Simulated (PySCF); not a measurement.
# GeO₂ + H₂O → HGe(OH) + O₂

Level: PBE0 in the def2-TZVP basis family, all electrons, no relativity, computed in PySCF with density fitting; open shells unrestricted.

```csv
species,state and structure,ZPE (kJ/mol),H(298 K) − H(0) (kJ/mol),S° (J/(mol K))
GeO₂,"singlet, D∞h, Ge–O 1.613 Å (×2)",14.7,11.7,244.7
H₂O,"singlet, C2v, O–H 0.960 Å (×2); H–O–H 105.1°",56.5,9.9,188.7
HGe(OH),"singlet, Cs, Ge–H 1.618 Å, Ge–O 1.787 Å, O–H 0.960 Å; Ge–O–H 114.5°, H–Ge–O 95.8°",51.7,11.1,255.7
O₂,"triplet, D∞h, O–O 1.193 Å",10.3,8.7,204.9
```

Is the gas-phase reaction uphill or downhill in electronic energy at this level, and by how much?

At PBE0/def2-TZVP, ΔE = 210.4 kJ/mol, uphill. 

Add zero-point, thermal and entropy terms for 298.15 K and 1 bar.

ΔZPE = -9.2 and Δ[H(298) − H(0)] = -1.8 kJ/mol give ΔH° = 199.4 kJ/mol. ΔS° = 27.2 J/(mol K), so ΔG° = 199.4 − 298.15 × (0.0272) = 191 kJ/mol.

Each species is the lowest minimum found with this bonding; other isomers or fragments can lie lower.
